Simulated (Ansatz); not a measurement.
Ansatz (a quantum-chemistry and plane-wave program) job for FeBr2, SMILES [Br][Fe][Br] (connectivity only; charge and spin as stated), neutral, multiplicity 5, PBE0-D3(BJ)/def2-SVP. 

Ansatz 0.2 input:
```yaml
crystal:
  periodic: [false, false, false]
  atoms:
    - {symbol: Fe, position_ang: [0.00000000, -0.00000000, 0.69040505]}
    - {symbol: Br, position_ang: [0.00000000, -1.97091046, -0.25643616]}
    - {symbol: Br, position_ang: [-0.00000000, 1.97091046, -0.25643616]}
basis:
  gaussian:
    orbitals: def2-SVP
hamiltonian:
  xc: pbe0
  dispersion: d3bj
magnetization: {spin_polarized: true, initial_magnetization: 4}
relax: {f_tol: 0.002, max_steps: 200}
```

Log of the run:

```
WARN ansatz: RAYON_NUM_THREADS=2 ignored (pool sized by the plan → 2); use --threads N
Functional definition: PBE0
integrals: 0.04 GiB planned
999 factors; integrals over basis functions are off by at most 2.4e-4 eV
mean field: 1.00 GiB planned
mean field evaluation 1: about -174418.8219 eV, gradient 7.5e1 eV
mean field evaluation 2: about -174136.1073 eV, gradient 1.7e2 eV
mean field evaluation 4: about -174433.8279 eV, gradient 3.2e1 eV
mean field evaluation 8: about -174438.9944 eV, gradient 4.1e-1 eV
mean field evaluation 16: about -174439.0304 eV, gradient 9.8e-3 eV
mean field evaluation 32: about -174439.0304 eV, gradient 5.8e-6 eV
mean field -174439.03044680 eV, -6410.5161298985 hartree, gradient 8.6e-7 eV, S^2 6.013166; 4 other end points of the search recorded, 0 dependent functions left out
the calculation of the forces begins
reference -174439.03048434 eV, -6410.5161312780 hartree; 50, 46 occupied and 45, 49 virtual orbitals, 999 factors
relax step   1: F+E_penalty+E_count = -174439.11300103 eV  Δ(F+E_penalty+E_count) = +0.000e0 eV  max|allowed force component| = 1.550e0 eV/Å  Δτ_max = 0.0000 Å  (182 SCF iters, accepted)
these checks for a lower state are left out or cut short: starts, cluster_reference, orbital_swaps, neighbouring_geometries, increment
integrals: 0.04 GiB planned
999 factors; integrals over basis functions are off by at most 2.7e-4 eV
mean field: 0.99 GiB planned
mean field evaluation 64: about -174439.2927 eV, gradient 1.9e-5 eV
mean field -174439.29272005 eV, -6410.5257682625 hartree, gradient 6.0e-6 eV, S^2 6.012496; 0 other end points of the search recorded, 0 dependent functions left out
the calculation of the forces begins
reference -174439.29276063 eV, -6410.5257697539 hartree; 50, 46 occupied and 45, 49 virtual orbitals, 999 factors
relax step   2: F+E_penalty+E_count = -174439.37052659 eV  Δ(F+E_penalty+E_count) = -2.575e-1 eV  max|allowed force component| = 3.719e-1 eV/Å  Δτ_max = 0.1714 Å  (69 SCF iters, accepted)
these checks for a lower state are left out or cut short: starts, cluster_reference, orbital_swaps, neighbouring_geometries, increment
integrals: 0.04 GiB planned
999 factors; integrals over basis functions are off by at most 2.7e-4 eV
mean field: 0.99 GiB planned
mean field -174439.40937300 eV, -6410.5300551794 hartree, gradient 5.2e-6 eV, S^2 6.011829; 0 other end points of the search recorded, 0 dependent functions left out
the calculation of the forces begins
reference -174439.40941515 eV, -6410.5300567282 hartree; 50, 46 occupied and 45, 49 virtual orbitals, 999 factors
relax step   3: F+E_penalty+E_count = -174439.48403466 eV  Δ(F+E_penalty+E_count) = -1.135e-1 eV  max|allowed force component| = 3.783e-1 eV/Å  Δτ_max = 0.1931 Å  (89 SCF iters, accepted)
these checks for a lower state are left out or cut short: starts, cluster_reference, orbital_swaps, neighbouring_geometries, increment
integrals: 0.04 GiB planned
999 factors; integrals over basis functions are off by at most 2.8e-4 eV
mean field: 1.00 GiB planned
mean field evaluation 96: about -174439.4688 eV, gradient 1.4e-2 eV
mean field evaluation 128: about -174439.4688 eV, gradient 1.6e-3 eV
mean field -174439.46882069 eV, -6410.5322398416 hartree, gradient 1.7e-10 eV, S^2 6.011415; 1 other end points of the search recorded, 0 dependent functions left out
the calculation of the forces begins
reference -174439.46886325 eV, -6410.5322414057 hartree; 50, 46 occupied and 45, 49 virtual orbitals, 999 factors
relax step   4: F+E_penalty+E_count = -174439.54219029 eV  Δ(F+E_penalty+E_count) = -5.816e-2 eV  max|allowed force component| = 2.671e-1 eV/Å  Δτ_max = 0.1949 Å  (501 SCF iters, accepted)
these checks for a lower state are left out or cut short: starts, cluster_reference, orbital_swaps, neighbouring_geometries, increment
integrals: 0.04 GiB planned
999 factors; integrals over basis functions are off by at most 2.7e-4 eV
mean field: 1.00 GiB planned
mean field evaluation 160: about -174439.4800 eV, gradient 3.0e-4 eV
mean field -174439.47996594 eV, -6410.5326494219 hartree, gradient 8.3e-11 eV, S^2 6.011222; 0 other end points of the search recorded, 0 dependent functions left out
the calculation of the forces begins
reference -174439.48000839 eV, -6410.5326509821 hartree; 50, 46 occupied and 45, 49 virtual orbitals, 999 factors
relax step   5: F+E_penalty+E_count = -174439.55377945 eV  Δ(F+E_penalty+E_count) = -1.159e-2 eV  max|allowed force component| = 9.517e-2 eV/Å  Δτ_max = 0.0354 Å  (238 SCF iters, accepted)
these checks for a lower state are left out or cut short: starts, cluster_reference, orbital_swaps, neighbouring_geometries, increment
integrals: 0.04 GiB planned
999 factors; integrals over basis functions are off by at most 2.8e-4 eV
mean field: 1.00 GiB planned
mean field evaluation 192: about -174439.4869 eV, gradient 2.5e-1 eV
mean field -174439.48719622 eV, -6410.5329151299 hartree, gradient 2.3e-10 eV, S^2 6.011169; 0 other end points of the search recorded, 0 dependent functions left out
the calculation of the forces begins
reference -174439.48723871 eV, -6410.5329166915 hartree; 50, 46 occupied and 45, 49 virtual orbitals, 999 factors
relax step   6: F+E_penalty+E_count = -174439.56086259 eV  Δ(F+E_penalty+E_count) = -7.083e-3 eV  max|allowed force component| = 3.005e-2 eV/Å  Δτ_max = 0.0771 Å  (354 SCF iters, accepted)
these checks for a lower state are left out or cut short: starts, cluster_reference, orbital_swaps, neighbouring_geometries, increment
integrals: 0.04 GiB planned
999 factors; integrals over basis functions are off by at most 2.8e-4 eV
mean field: 1.00 GiB planned
mean field evaluation 224: about -174439.4880 eV, gradient 3.0e-6 eV
mean field -174439.48796148 eV, -6410.5329432527 hartree, gradient 2.4e-10 eV, S^2 6.011153; 0 other end points of the search recorded, 0 dependent functions left out
the calculation of the forces begins
reference -174439.48800396 eV, -6410.5329448138 hartree; 50, 46 occupied and 45, 49 virtual orbitals, 999 factors
relax step   7: F+E_penalty+E_count = -174439.56165165 eV  Δ(F+E_penalty+E_count) = -7.891e-4 eV  max|allowed force component| = 3.160e-3 eV/Å  Δτ_max = 0.0314 Å  (243 SCF iters, accepted)
these checks for a lower state are left out or cut short: starts, cluster_reference, orbital_swaps, neighbouring_geometries, increment
integrals: 0.04 GiB planned
999 factors; integrals over basis functions are off by at most 2.8e-4 eV
mean field: 1.00 GiB planned
mean field evaluation 256: about -174439.4880 eV, gradient 2.0e-10 eV
mean field -174439.48797021 eV, -6410.5329435735 hartree, gradient 2.0e-10 eV, S^2 6.011153; 0 other end points of the search recorded, 0 dependent functions left out
the calculation of the forces begins
reference -174439.48801269 eV, -6410.5329451346 hartree; 50, 46 occupied and 45, 49 virtual orbitals, 999 factors
relax step   8: F+E_penalty+E_count = -174439.56166066 eV  Δ(F+E_penalty+E_count) = -9.010e-6 eV  max|allowed force component| = 6.504e-5 eV/Å  Δτ_max = 0.0038 Å  (220 SCF iters, accepted)
integrals: 0.04 GiB planned
999 factors; integrals over basis functions are off by at most 2.8e-4 eV
mean field: 1.00 GiB planned
mean field evaluation 288: about -174439.4880 eV, gradient 6.5e-4 eV
mean field evaluation 320: about -174439.4882 eV, gradient 1.8e-2 eV
mean field evaluation 352: about -174439.4880 eV, gradient 1.3e-10 eV
mean field -174439.48797079 eV, -6410.5329435950 hartree, gradient 1.3e-10 eV, S^2 6.011153; 7 other end points of the search recorded, 0 dependent functions left out
the calculation of the forces begins
reference -174439.48801327 eV, -6410.5329451561 hartree; 50, 46 occupied and 45, 49 virtual orbitals, 999 factors
Total energy: -174439.56170373 eV, -6410.5356532304 hartree
Atom 0 at     0.000000    -0.000000     0.059223 Å, force     0.000000    -0.000000    -0.000037 eV/Å
Atom 1 at    -0.000000    -2.289483     0.059155 Å, force    -0.000000     0.000063     0.000019 eV/Å
Atom 2 at    -0.000000     2.289483     0.059155 Å, force    -0.000000    -0.000063     0.000019 eV/Å
Dipole moment:    -0.000000     0.000000     0.000052 e Å
```

The calculation finished and met its thresholds.

Cost: about 9 core-minutes (a rough figure).
